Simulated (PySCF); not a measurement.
SMILES C=[CH][In]([Br])[CH]=C (C4H6BrIn), PBE0/def2-SVP optimised geometry.

```
12

In     0.19     0.00     0.00
Br     2.71     0.00     0.00
C     -0.64    -1.96     0.00
C     -1.95    -2.22     0.13
H      0.05    -2.81    -0.10
H     -2.34    -3.24     0.13
H     -2.71    -1.43     0.24
C     -0.64     1.96     0.00
C     -1.95     2.22    -0.12
H      0.05     2.81     0.09
H     -2.34     3.24    -0.13
H     -2.71     1.43    -0.23
```

Density from PBE0/def2-TZVP, def2 effective core potentials past Kr (PySCF 2.14.0) at that geometry. The core electrons that the potentials of In replace are not part of the density.

Minimum of the electron density along straight lines between bonded atoms, close to the bond critical point (lines longer than 1.1 times the sum of covalent radii, or with two minima, are not listed):

```tsv
bond	length / Å	ρ at the minimum / e bohr⁻³	∇²ρ there / e bohr⁻⁵	position (fraction from the first atom)
In1–Br2	2.514	0.069	0.14	0.47
In1–C3	2.134	0.104	0.16	0.52
C3–C4	1.338	0.346	-1.04	0.50
C3–H5	1.097	0.276	-0.95	0.65
C4–H6	1.098	0.276	-0.96	0.65
C4–H7	1.096	0.278	-0.97	0.65
In1–C8	2.134	0.104	0.16	0.52
C8–C9	1.338	0.346	-1.04	0.50
C8–H10	1.097	0.276	-0.95	0.65
C9–H11	1.098	0.276	-0.96	0.65
C9–H12	1.096	0.278	-0.97	0.65
```
